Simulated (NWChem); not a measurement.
System: Si₂H₆O₃; SMILES O[SiH](O)O[SiH3]

Parts of the log:

```
             Northwest Computational Chemistry Package (NWChem) 7.3.0
             --------------------------------------------------------

                             Geometry "geometry" -> ""
                             -------------------------

 Output coordinates in angstroms (scale by  1.889725989 to convert to a.u.)

  No.       Tag          Charge          X              Y              Z
 ---- ---------------- ---------- -------------- -------------- --------------
    1 Si                  14.0000    -0.00640100    -1.00775300    -0.42257700
    2 O                    8.0000    -1.42864400    -1.42952800     0.29251600
    3 O                    8.0000     1.17535900    -2.03205000     0.11060500
    4 O                    8.0000     0.47775400     0.52362800    -0.02501200
    5 Si                  14.0000    -0.01400200     2.10252400     0.12259100
    6 H                    1.0000    -0.24274900    -1.08013700    -1.87900700
    7 H                    1.0000    -1.37889400    -1.71408600     1.21031000
    8 H                    1.0000     2.04963700    -1.64575600     0.21531300
    9 H                    1.0000     1.19964000     2.96721700     0.14206800
   10 H                    1.0000    -0.77256700     2.29342300     1.39429000
   11 H                    1.0000    -0.88313100     2.49543200    -1.02711200

 Effective nuclear repulsion energy (a.u.)     312.9148605884

                                 NWChem DFT Module
                                 -----------------

 Summary of "ao basis" -> "ao basis" (spherical)
 ------------------------------------------------------------------------------
       Tag                 Description            Shells   Functions and Types
 ---------------- ------------------------------  ------  ---------------------
 Si                         def2-svp                 8       18   4s3p1d
 O                          def2-svp                 6       14   3s2p1d
 H                          def2-svp                 3        5   2s1p

 in cosmo_initialize ...
 calling solv_data for solv:clbenzen

 solvent parameters
 solvname_short: clbenzen
 solvname_long:  chlorobenzene
 dielec:        5.6968
 dielecinf:     2.3229
 nonaqueous SMD model solvent descriptors
 dielec:        5.6968
 sola:          0.0000
 solb:          0.0700
 solc:          0.8570
 solg:         47.4800
 solh:          0.1430
 soln:          1.5241

          ---------------
          -cosmo- solvent
          ---------------
 Cosmo: York-Karplus, doi: 10.1021/jp992097l
 dielectric constant -eps-     =   5.70
 screen = (eps-1)/(eps    )    =   0.82446
 surface charge correction     = lagrangian

   van der Waals surface
 --------------------------

[...]

                                COSMO-SMD solvation results
                                ---------------------------

             internal energy in gas <Psi(g)|H|Psi(g)> =      -808.038459536269
         internal energy in solvent <Psi(s)|H|Psi(s)> =      -808.038216529865
                               delta internal energy  =         0.000243006404 (    0.15 kcal/mol)
   total free energy in solvent <Psi(s)|H+V/2|Psi(s)> =      -808.043649057618
 polarization energy contribution <Psi(s)|V/2|Psi(s)> =        -0.005432527753 (   -3.41 kcal/mol)
    total free energy in solvent including G(SMD-CDS) =      -808.045315588153
                       G(SMD-CDS) energy contribution =        -0.001666530535 (   -1.05 kcal/mol)
     1 M fixed-concentration free energy of solvation =        -0.006856051884 (   -4.30 kcal/mol)

                       DFT Final Molecular Orbital Analysis
                       ------------------------------------

 Vector   27  Occ=2.000000D+00  E=-3.954597D-01
              MO Center=  3.9D-01, -9.2D-01, -3.1D-01, r^2= 4.8D+00
   Bfn.  Coefficient  Atom+Function         Bfn.  Coefficient  Atom+Function
  ----- ------------  ---------------      ----- ------------  ---------------
    38      0.439406   3 O  pz               41      0.335490   3 O  pz
    79      0.202113   6 H  s                22     -0.177775   2 O  px
    80      0.175673   6 H  s               104     -0.166901  11 H  s
    25     -0.127438   2 O  px               10     -0.102859   1 Si pz
    36     -0.099432   3 O  px               37      0.095864   3 O  py

 Vector   28  Occ=2.000000D+00  E=-3.792365D-01
              MO Center=  1.5D-01,  1.4D+00,  3.0D-01, r^2= 4.3D+00
   Bfn.  Coefficient  Atom+Function         Bfn.  Coefficient  Atom+Function
  ----- ------------  ---------------      ----- ------------  ---------------
    50      0.323507   4 O  px               94     -0.273971   9 H  s
    53      0.257723   4 O  px               99      0.233748  10 H  s
    95     -0.205597   9 H  s                23      0.203467   2 O  py
    68     -0.181917   5 Si px              100      0.161415  10 H  s
    26      0.157124   2 O  py               52     -0.127061   4 O  pz

 Vector   29  Occ=2.000000D+00  E=-3.754518D-01
              MO Center= -1.8D-01,  1.0D+00, -2.8D-01, r^2= 4.3D+00
   Bfn.  Coefficient  Atom+Function         Bfn.  Coefficient  Atom+Function
  ----- ------------  ---------------      ----- ------------  ---------------
    52      0.348335   4 O  pz               55      0.271953   4 O  pz
   104      0.266765  11 H  s                99     -0.201141  10 H  s
   105      0.201748  11 H  s                79      0.187635   6 H  s
    80      0.184028   6 H  s                70     -0.177491   5 Si pz
   100     -0.162101  10 H  s                50      0.113465   4 O  px

 Vector   30  Occ=0.000000D+00  E= 6.614184D-02
              MO Center= -4.7D-02,  1.6D+00,  1.5D-01, r^2= 5.0D+00
   Bfn.  Coefficient  Atom+Function         Bfn.  Coefficient  Atom+Function
  ----- ------------  ---------------      ----- ------------  ---------------
    72      1.072943   5 Si py               49      0.723139   4 O  s
    95     -0.339645   9 H  s                 4     -0.296260   1 Si s
   100     -0.276327  10 H  s               105     -0.265332  11 H  s
    71     -0.251272   5 Si px               85     -0.224302   7 H  s
    21      0.201170   2 O  s                90     -0.194616   8 H  s

 Vector   31  Occ=0.000000D+00  E= 1.092204D-01
              MO Center=  3.1D-01, -1.1D+00,  2.6D-01, r^2= 7.1D+00
   Bfn.  Coefficient  Atom+Function         Bfn.  Coefficient  Atom+Function
  ----- ------------  ---------------      ----- ------------  ---------------
    35      0.723512   3 O  s                90     -0.673155   8 H  s
     4     -0.607133   1 Si s               105      0.585162  11 H  s
    21      0.552075   2 O  s                85     -0.529662   7 H  s
    12      0.494153   1 Si py               64     -0.463870   5 Si s
    71      0.457743   5 Si px               80      0.325632   6 H  s

 Vector   32  Occ=0.000000D+00  E= 1.166545D-01
              MO Center=  2.2D-01, -1.7D-01, -1.4D-02, r^2= 6.8D+00
   Bfn.  Coefficient  Atom+Function         Bfn.  Coefficient  Atom+Function
  ----- ------------  ---------------      ----- ------------  ---------------
    11      0.729108   1 Si px               95     -0.710884   9 H  s
    21      0.572652   2 O  s                71      0.570428   5 Si px
    35     -0.531992   3 O  s                85     -0.415243   7 H  s
    63      0.399421   5 Si s                90      0.365558   8 H  s
    64      0.306816   5 Si s                73      0.282564   5 Si pz

     Multipole analysis of the density
     ---------------------------------

     L   x y z        total         alpha         beta         nuclear
     -   - - -        -----         -----         ----         -------
     0   0 0 0     -0.000000    -29.000000    -29.000000     58.000000

     1   1 0 0      0.495223     -1.152719     -1.152719      2.800661
     1   0 1 0      0.361309      4.773362      4.773362     -9.185416
     1   0 0 1      0.464129      1.289432      1.289432     -2.114736

     2   2 0 0    -32.291061    -84.328670    -84.328670    136.366279
     2   1 1 0     -0.907694      3.568629      3.568629     -8.044952
     2   1 0 1     -1.305597      4.982503      4.982503    -11.270602
     2   0 2 0    -35.166641   -293.960098   -293.960098    552.753555
     2   0 1 1     -1.750674     -9.765807     -9.765807     17.780941
     2   0 0 2    -31.713015    -36.495224    -36.495224     41.277432
```

Level: M05-2X/def2-SVP, SMD on the gas-phase geometry. All runs use the structure optimised with PBE0/def2-SVP. Solvent: chlorobenzene.

### Question
Reconstruct the input file.

### Answer
One answer among several that fit: the input that was run:
```
start job
memory heap 200 mb stack 900 mb global 1100 mb
geometry units angstroms noautosym nocenter noautoz
  Si    -0.006401    -1.007753    -0.422577
  O     -1.428644    -1.429528     0.292516
  O      1.175359    -2.032050     0.110605
  O      0.477754     0.523628    -0.025012
  Si    -0.014002     2.102524     0.122591
  H     -0.242749    -1.080137    -1.879007
  H     -1.378894    -1.714086     1.210310
  H      2.049637    -1.645756     0.215313
  H      1.199640     2.967217     0.142068
  H     -0.772567     2.293423     1.394290
  H     -0.883131     2.495432    -1.027112
end
basis spherical
  * library def2-svp
end
dft
  xc m05-2x
  iterations 150
end
cosmo
  do_cosmo_smd true
  solvent clbenzen
end
task dft energy
```
